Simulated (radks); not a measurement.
Species: a nucleus of charge 71.4 with 69 electrons. Configuration: [Xe] 4f14 6s1. Method: Dirac Kohn-Sham, PBE, spin-unpolarised, spherical densities, point nucleus; computed with a radial shooting solver on a logarithmic mesh with Libxc functionals.

Radial electron density D(r) = 4 pi r^2 rho(r):

```
   r/bohr * D(r) (the largest magnitude, 128, reaches the edge; | marks zero)
 0.003173 |              *
   0.0043 |                     *
 0.005781 |                            *
 0.007835 |                                    *
  0.01062 |                                         *
  0.01428 |                                          *
  0.01935 |                                       *
  0.02601 |                                     *
  0.03525 |                                          *
  0.04778 |                                                   *
  0.06424 |                                                      *
  0.08706 |                                             *
    0.118 |                                           *
   0.1586 |                                                 *
    0.215 |                                        *
    0.289 |                         *
   0.3917 |                           *
   0.5309 |                         *
   0.7138 |              *
   0.9674 |       *
    1.301 |    *
    1.763 | *
    2.389 |*
    3.212 *
    4.353 *
    5.899 *
    7.931 *
```

D(r) has 4 maxima, at r = 0.0132, 0.0588, 0.164, 0.442 bohr, and minima at 0.0256, 0.107, 0.313 bohr, inside which lie 2.02, 11.16, 29.82 electrons.
